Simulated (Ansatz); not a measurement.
Stepwise reaction of `[I][GeH2][I]` with hydrogen fluoride, as a gas-phase model of exchange steps in deposition or etching. ΔE in kJ/mol; ΔG adds harmonic PBE0-D4 terms to CCSD(T)/CBS, at 1 bar.

Calculated with Ansatz (gas phase, PBE0-D4/def2-TZVP geometries, no zero-point term in ΔE). CCSD(T)/CBS is the MP2 limit (def2-TZVPP, def2-QZVPP) plus CCSD(T) − MP2 in def2-TZVPP, frozen cores. This one scheme is used for every species. Functionals use def2-TZVPP. B3LYP here is the variant with VWN-RPA as its local correlation; programs differ in this. def2 core potentials past Kr. For Ge, I outer-core shells are correlated without core-valence functions, which leaves a few kJ/mol of doubt a bond. Scalar relativity is left out up to krypton.

```csv
step,reaction,PBE-D4,B3LYP-D4,ωB97M-V,CCSD(T)/CBS,ΔG(500 K)
2,`[F][GeH2][I]` + H–F → `[F][GeH2][F]` + HI,19.4,12.2,10.6,19.6,14.5
```

Question: Give the row of step 1, `[I][GeH2][I]` + H–F → `[F][GeH2][I]` + HI. (An estimate is asked.)

Answer: Computed: 
| step | reaction | PBE-D4 | B3LYP-D4 | ωB97M-V | CCSD(T)/CBS | ΔG(500 K) |
| --- | --- | --- | --- | --- | --- | --- |
| 1 | `[I][GeH2][I]` + H–F → `[F][GeH2][I]` + HI | 29.2 | 23.6 | 21.4 | 34.3 | 23.0 |

Question: By hand: ΔE of the 2 steps together at CCSD(T)/CBS.

Answer: (34.3) + (19.6) = 53.9 kJ/mol, or 26.9 kJ/mol a step.

In ΔE each step is lower than the one before. All are uphill at CCSD(T)/CBS. ΔG lies between 14.5 and 23.0 kJ/mol a step. PBE-D4 differs from CCSD(T)/CBS by -5.1 to -0.2 kJ/mol a step. Isolated molecules leave out the surface, adducts and barriers. Largest T1 diagnostic: 0.012.
